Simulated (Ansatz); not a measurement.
Two isomers of CH8O2Si2: A = `O[SiH2]C[SiH2]O`, B = `O[SiH2]C(O)[SiH3]`.

Computed with Ansatz on PBE0-D4/def2-TZVP structures; ΔE is electronic, products minus reactants. CBS: MP2 limit from def2 TZ/QZ plus the TZ coupled-cluster correction, frozen cores. DFT in def2-TZVPP. B3LYP here is the variant with VWN-RPA as its local correlation; programs differ in this. One conformer a species, not always the lowest.

(1) Which is lower in electronic energy at CCSD(T)/CBS, and by how much? (Estimate.)

(2) Give E(B) − E(A) in kcal/mol with MP2/def2-TZVPP, B3LYP, PBE-D4, ωB97M-V, B2PLYP, PBE0-D4, r2SCAN-D4. (Best estimate.)

Largest T1 diagnostic: 0.012.

## Answers

(1) The calculation gave: A, by 55.7 kcal/mol.

(2) The calculation gave: MP2/def2-TZVPP 57.7, B3LYP 53.5, PBE-D4 51.3, ωB97M-V 54.9, B2PLYP 55.2, PBE0-D4 53.6, r2SCAN-D4 55.2. None reverses the order clearly.

From PBE to PBE0 (25 % exact exchange), in def2-TZVPP and without D4, E(B) − E(A) moves by +2.3 kcal/mol.
